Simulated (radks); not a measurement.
The numbers below are computed, except where a source is named.
Effect of the nuclear size on the tantalum ion Ta+, [Xe] 4f14 5d3 6s1. Code: a radial shooting solver on a logarithmic mesh with Libxc functionals. Model: Dirac Kohn-Sham, exchange-only LDA, spin-unpolarised, spherical densities, finite nucleus; open shells are shared between the two j in proportion to 2j + 1; Fermi nuclear charge, rms radius 5.3507 fm. The rms radius is varied about that value; shifts are against it.

| rms radius (fm) | total energy shift (eV) | density at nucleus (e/bohr^3) | 1s1/2 shift (meV) | 2s1/2 shift (meV) | 5p1/2 shift (meV) | 6s1/2 shift (meV) | 5d5/2 shift (meV) | 6p1/2 (empty) shift (meV) | 7s1/2 (empty) shift (meV) |
|---|---|---|---|---|---|---|---|---|---|
| 4.5641 | -14.6 | 1.379e+06 | -5930 | -828 | 0.278 | -0.717 | 0.270 | 0.091 | -0.106 |
| 4.8317 | -9.81 | 1.353e+06 | -3990 | -556 | 0.187 | -0.482 | 0.182 | 0.061 | -0.071 |
| 5.3507 | 0 | 1.307e+06 | 0.000 | 0.000 | 0.000 | 0.000 | 0.000 | 0.000 | 0.000 |
| 5.661 | 6.18 | 1.283e+06 | 2510 | 350 | -0.118 | 0.303 | -0.114 | -0.039 | 0.045 |
| 6.5814 | 25.9 | 1.219e+06 | 10500 | 1470 | -0.490 | 1.27 | -0.478 | -0.161 | 0.187 |

Slopes of the eigenvalues against <r^2> in GHz/fm^2, as finite differences over the two radii next to the reference (eigenvalue slopes, not the field-shift constants of lines): 1s1/2 181000, 2s1/2 25200, 5p1/2 -8.46, 6s1/2 21.8, 5d5/2 -8.22, 6p1/2 (empty) -2.78, 7s1/2 (empty) 3.22.
